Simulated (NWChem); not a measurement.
# C$_{2}$H$_{7}$NZr; SMILES [CH3][Zr]([CH3])=[NH]

Not confirmed as a minimum by frequencies. def2 effective core potentials on Zr; no spin-orbit coupling.

### Question
Give the equilibrium geometry at PBE0/def2-SVP with def2 effective core potentials on Zr (NWChem) as a list of bonds and angles, with the point group.

### Answer
point group Cs; any orientation.
Bonds (Å): Zr1–N2 1.801, Zr1–C4 2.242, Zr1–C8 2.242, N2–H3 1.016, C4–H5 1.105, C4–H6 1.108, C4–H7 1.104, C8–H9 1.105, C8–H10 1.104, C8–H11 1.108. Angles (°): N2–Zr1–C4 105.6, N2–Zr1–C8 105.6, C4–Zr1–C8 105.8, Zr1–N2–H3 171.7, Zr1–C4–H5 108.9, Zr1–C4–H6 112.0, Zr1–C4–H7 114.1, H5–C4–H6 107.0, H5–C4–H7 106.4, H6–C4–H7 108.1, Zr1–C8–H9 108.8, Zr1–C8–H10 114.2, Zr1–C8–H11 112.0, H9–C8–H10 106.4, H9–C8–H11 107.0, H10–C8–H11 108.1.
